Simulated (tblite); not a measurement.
Compound: C6H13NOS.
Geometry (GFN2-xTB, Å), atoms numbered from 1 in this order:
```
atom  x, y, z in Å
C1    -2.533   -0.180   -0.585
N2    -1.302    0.555   -0.373
C3    -0.467    0.034    0.703
C4     0.187   -1.291    0.294
C5     1.011   -1.140   -0.967
S6     2.495   -0.095   -0.607
O7     3.047   -0.606    0.652
C8     1.485    1.388   -0.150
C9     0.615    1.063    1.046
H10   -3.122   -0.315    0.335
H11   -2.304   -1.163   -0.992
H12   -3.139    0.357   -1.313
H13   -1.530    1.522   -0.162
H14   -1.066   -0.155    1.617
H15    0.849   -1.617    1.100
H16   -0.574   -2.061    0.155
H17    1.386   -2.103   -1.311
H18    0.457   -0.649   -1.762
H19    2.191    2.184    0.085
H20    0.901    1.654   -1.027
H21    1.254    0.659    1.835
H22    0.149    1.978    1.426
```

Computed values, GFN2-xTB/tblite, gas phase, harmonic and unscaled. This tight-binding method is rough: wavenumbers can miss measured ones by several per cent, in bad cases by 10 to 20. One conformer, not necessarily the lowest.

Harmonic wavenumbers (cm⁻¹): 69.6, 111.2, 141.4, 168.7, 230.6, 280.5, 308.0, 334.6, 374.8, 387.9, 475.8, 488.0, 622.0, 635.8, 647.0, 787.3, 825.9, 864.0, 912.1, 913.8, 938.7, 990.3, 1018.3, 1072.8, 1086.1, 1104.0, 1108.0, 1125.2, 1137.6, 1142.4, 1174.1, 1187.6, 1219.0, 1241.0, 1261.3, 1306.4, 1324.7, 1340.5, 1354.6, 1407.8, 1420.8, 1426.3, 1435.6, 1469.3, 1484.6, 1492.4, 1505.4, 2765.2, 2857.7, 2946.8, 2967.9, 2979.1, 2984.1, 3005.4, 3006.6, 3014.6, 3025.6, 3031.6, 3037.2, 3351.0.

A = 2759, B = 972.7, C = 885.3 MHz; mass 147.072 u (most abundant isotopes); point group C1, symmetry number 1.

Question: Zero-point energy?

Answer: ½Σν̃ = 41163 cm⁻¹ = 117.69 kcal/mol.

Question: Entropy at 298.15 K, 1 bar (ideal gas, RRHO, classical rotation)?

Answer: Translation 40.89, rotation 29.29, vibration 25.28: S = 95.5 cal/(mol K).

Question: And Cp and H(298.15 K) − H(0)?

Answer: Cp = 39.01 cal/(mol K), of which vibrations give 31.06 (their classical limit is 60 R = 119.2); H(298.15 K) − H(0) = 6.67 kcal/mol without the zero-point energy, 4.30 from vibrations.

Question: What must be added to the electronic energy to get the Gibbs energy at 298.15 K and 1 bar?

Answer: ZPE + [H(298.15 K) − H(0)] − T·S = 117.69 + 6.67 − 28.46 = 95.90 kcal/mol.

Question: Which modes carry the vibrational entropy at 298.15 K?

Answer: 69.6 cm⁻¹: 4.16; 111.2 cm⁻¹: 3.25; 141.4 cm⁻¹: 2.78; 168.7 cm⁻¹: 2.45; 230.6 cm⁻¹: 1.87; 280.5 cm⁻¹: 1.53 cal/(mol K); the other 54 give 9.23 together.

Hindered rotation and anharmonicity are outside this model. Other conformers, if any are populated, would add a mixing term that is left out. The structure is chiral; the term R ln 2 for an equal mix with its mirror image is left out.
